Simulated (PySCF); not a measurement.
# `O=C=[Se]`, COSe

Geometry (Å), atoms numbered from 1 in this order:
```xyz
3

O    -1.147    0.769   -0.014
C    -0.147    0.193   -0.011
Se    1.332   -0.660   -0.008
```

Method: GIAO revPBE/aug-pcSseg-2 magnetisability, rotational g tensor and spin-rotation constants, non-relativistic, gas phase in PySCF. Geometry: PBE0-D3(BJ)/def2-SVP.

The calculation is non-relativistic, which matters for the atoms heavier than Zn.

(1) Give the nuclear spin-rotation constants along the inertial axes (H = +C I·J) beside the isotropic shieldings.

Results:

(1) Rotational constants –, 4.0350, 4.0350 GHz. A star marks the isotopologue with that one atom substituted, in its own axes.
| atom | isotope | Caa (kHz) | Cbb (kHz) | Ccc (kHz) | mean (kHz) | σ (ppm) |
| --- | --- | --- | --- | --- | --- | --- |
| O1 | 17O* | – | -1.751 | -1.751 | -1.751 | 30.8 |
| C2 | 13C* | – | 2.274 | 2.274 | 2.274 | 12.1 |
| Se3 | 77Se* | – | 5.028 | 5.028 | 5.028 | 2292.3 |

For the geometry as given, no vibrational averaging.
